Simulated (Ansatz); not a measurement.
Na6Sb, relaxed as a doublet with UKS PBE-D4/def2-SVP in Ansatz, starting from the GFN2-xTB geometry. Force threshold 0.02 eV/Å.

In the def2 sets Sb takes a core potential; there is no spin–orbit coupling. The relaxation made no stability test and no search for a lower SCF solution. The structure comes from a short search, and lower isomers may exist.

Start:

```xyz
7

Sb   -0.474   -0.042    0.857
Na    1.847   -1.218   -1.486
Na   -1.213   -1.296    3.078
Na   -0.212    0.912   -2.676
Na    0.546   -2.706    0.855
Na    1.301    2.132   -0.376
Na   -1.794    2.219   -0.251
```

(1) Estimate the energy that the relaxation releases and the steps that it takes.

(2) Does the start keep its bonding?

(3) Predict the relaxed structure.

Answers

(1) 87.3 kJ/mol, in 20 steps; 54 s on 4 threads of Intel Xeon 6975P-C on a shared host. The force fell under the threshold at step 16, but the optimiser went on and released 0.007 eV more. No frequencies were taken in this run, so the end may be a saddle point.

(2) By distances, no bond broke or formed, bridged metal pairs apart. The bond that changes most is Sb1–Na4, from 3.67 to 3.03 Å (atoms count from 1). Metal–metal contacts that move far: Na2–Na3 5.49 to 3.43 Å, Na2–Na4 3.19 to 4.30 Å, Na2–Na6 3.57 to 4.26 Å.

(3) 
```xyz
7

Sb   -0.420   -0.056    0.171
Na    2.349   -1.343   -0.046
Na    0.535   -1.056    2.845
Na   -0.215    0.838   -2.721
Na   -0.613   -3.063    0.199
Na    0.902    2.666   -0.092
Na   -2.537    2.015   -0.355
```
Bond lengths (bridged metal pairs left out): 6 × Na–Sb 3.01 to 3.06 Å.
